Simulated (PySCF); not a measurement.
Species: C3H6O4Si.
SMILES with atom numbers: `[O:1]=[CH:2][SiH2:3][O:4][CH2:5][C:6](=[O:7])[OH:8]` (hydrogens: H9 on C2; H10, H11 on Si3; H12, H13 on C5; H14 on O8)

Computed with TDDFT PBE0/def2-SVPD, vertical, gas phase, core orbitals frozen in the response (PySCF). The structure is a single GFN2-xTB conformer in the gas phase; no vibrational or solvent corrections.

Computed states:

```tsv
state	E (eV)	f
S1	3.27	0.0013
S2	5.35	0.0059
S3	5.77	0.015
S4	6.00	0.010
S5	6.23	0.0080
S6	6.30	0.0086
S7	6.54	0.0091
S8	6.76	0.024
```

Each state is given a Gaussian of 0.5 eV full width at half maximum, with ε(max) = 2.175×10⁸ f / Δν̃ (Δν̃ the width in cm⁻¹). The width is an assumption, not a result. The curve ends short of the highest state used, and states not computed would add to its high-energy end.

(1) Give the broadened spectrum and its maxima.

(2) On this curve, what absorbance would a 10⁻³ mol/L sample give at 248 nm over a 1 cm path?

(3) Does any computed singlet lie in the visible range?

(4) Coming from long wavelengths, where does ε first pass 100 L mol⁻¹ cm⁻¹?

Answers

(1) 
```
E (eV)  ε (L mol⁻¹ cm⁻¹)
  2.52                 0
  2.65                 1
  2.77                 4
  2.90                15
  3.03                37
  3.15                61
  3.28                72
  3.40                61
  3.53                35
  3.65                15
  3.78                 4
  3.90                 1
  4.03                 0
  4.15                 0
  4.28                 0
  4.40                 0
  4.53                 0
  4.65                 1
  4.78                 8
  4.90                33
  5.03               103
  5.16               225
  5.28               359
  5.41               510
  5.53               698
  5.66               978
  5.78              1227
  5.91              1387
  6.03              1449
  6.16              1486
```

Maxima: 379 nm (3.27 eV), ε about 72, made up of S1 (100%) (ε in L mol⁻¹ cm⁻¹; maxima over ε = 5, shares over 10%). At its high-energy end, 6.16 eV, the curve is still rising (ε about 1500, from S3, S4, S5 and S6).

(2) 248 nm is 4.999 eV, where ε is about 81 L mol⁻¹ cm⁻¹, so A = ε c l ≈ 0.081 (Beer–Lambert, with the gas-phase spectrum and the assumed width).

(3) No computed singlet lies in the visible range (380 to 750 nm); the lowest, at 379 nm, stands 0.01 eV above its violet end (3.26 eV); a Tamm–Dancoff triplet lies at 485 nm, without intensity as long as spin–orbit coupling is left out.

(4) At about 247 nm (5.03 eV), 1.75 eV above S1.
